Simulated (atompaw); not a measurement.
**zirconium: one change to a PAW (atompaw) potential, before and after**

```
Element                 : zirconium (Zr)
Generator               : atompaw 4.2.0.5
Type                    : PAW
Functional              : PBE
Relativity              : scalar-relativistic
Frozen core             : [Ar] 3d10
Valence charge          : 12
Reference configuration : 4s2 4p6 4d2 5s1.75 5p0.25
Partial waves           : 4s (bound): rc 1.55 bohr; 5s (bound): rc 2.80 bohr; 4p (bound): rc 1.85 bohr; 5p (bound): rc 2.80 bohr; 4d (bound): rc 2.80 bohr; 4d channel at 1 Ry: rc 2.80 bohr
Local potential         : troulliermartins scheme with l = 3 at 0.5 Ry, radius 2.70 bohr
Core correction         : smooth core density matched at 2.15 bohr
Augmentation charge     : sinc compensation charge, radius 2.20 bohr; PAW radius 2.80 bohr; waves and projectors: custom polynom2 7 10 vanderbiltortho
```

Change: all radii scaled by about 1.31 (s 2.02, p 2.42, d 3.66 bohr); local potential troulliermartins scheme with l = 3 at 0.5 Ry, radius 3.52 bohr; augmentation sinc compensation charge, radius 2.86 bohr; PAW radius 3.66 bohr; waves and projectors: custom polynom2 7 10 vanderbiltortho; core correction smooth core density matched at 2.80 bohr.

Cutoffs: the cutoffs (Ry, on a coarse ladder) from which the occupation-weighted sum of valence levels, in a spherical-Bessel basis at the reference potential, stays within 10 and 1 mRy of its value at 400 Ry; they do not see the model core or the augmentation charge, which bear on the density cutoff.

Q: What does the change do?

A: The potential gets harder (21 Ry and 40 Ry → 25 Ry and 50 Ry); neither file shows a bound ghost.

```csv
quantity,base,changed
"cutoff, loose",21 Ry,25 Ry
"cutoff, tight",40 Ry,50 Ry
loose cutoff by channel (10 mRy a level),"s 12 Ry, p 18 Ry, d 12 Ry","s 12 Ry, p 15 Ry, d 8 Ry"
bound ghosts,none,none
lowest overlap eigenvalue by channel,"s 0.34, p 0.47, d 0.91","s 0.36, p 0.62, d 0.97"
```

 The cutoffs see the waves, projectors and local potential, not the compensation charge or the core.
